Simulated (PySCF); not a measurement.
AgF, SMILES [F][Ag], multiplicity 1. Coordinates come from a B3LYP-D3(BJ)/def2-TZVPD optimisation. The spin state was assumed, not searched. The def2 effective core potentials stand for the cores of Ag; spin–orbit coupling is left out.

Computed equilibrium geometry at B3LYP-D3(BJ)/def2-TZVPD (PySCF confirms it by a frequency run) as bond lengths and angles, and its point group:
point group C∞v.
Atoms: Ag1 F2. Bonded distances (Å): Ag1–F2 2.001.
Charge 0, spin multiplicity 1.
